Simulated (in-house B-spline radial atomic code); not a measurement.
Dy+ is squeezed into an impenetrable sphere of radius R (the orbitals vanish at R). Method: scalar-relativistic (X2C) Hartree-Fock, spin-polarised, averaged over the determinants with the given up and down occupations, Fermi nucleus of rms radius 5.2218 fm. Calculated with a B-spline radial code for spherical atoms.

Energies in eV above the free ion in [Xe] 4f10 6s1:

| R (bohr) | highest level (eV) | [Xe] 4f10 6s1 | [Kr] 4d10 4f10 5s2 5p5 5f1 6s1 | [Kr] 4d10 4f11 5s2 5p5 6s1 |
| --- | --- | --- | --- | --- |
| 7.53 | -10.6 | 0.2407 | 34.9 | 28.74 |
| 6.06 | -9.72 | 1.165 | 38.62 | 29.68 |
| 4.61 | -5.55 | 5.588 | 49.74 | 34.25 |
| 4.52 | -4.99 | 6.202 | 51.03 | 34.89 |
| 3.56 | 7.26 | 21.41 | 77.23 | 50.63 |
| 3.22 | 17.3 | 36 | 98.32 | 65.55 |
| 2.64 | 52.7 | 99.81 | 179.3 | 129.7 |
| 2.13 | 132 | 287.5 | 393.6 | 314 |
| 1.62 | 355 | 1009 | 1159 | 1009 |
| 1.21 | 912 | 3513 | 3694 | 3389 |

Q: Does [Kr] 4d10 4f10 5s2 5p5 5f1 6s1 fall below [Xe] 4f10 6s1 under compression?

A: No, it stays above over the whole range.

Q: Does [Kr] 4d10 4f11 5s2 5p5 6s1 fall below [Xe] 4f10 6s1 under compression?

A: Yes, between R = 2.13 and 1.62 bohr the order changes (near 1.63 bohr by linear interpolation).

The highest level is first positive in the row R = 3.56 bohr, pushed up by confinement above the zero of the free ion's potential. Each configuration is held fixed and needn't be the lowest in the sphere.
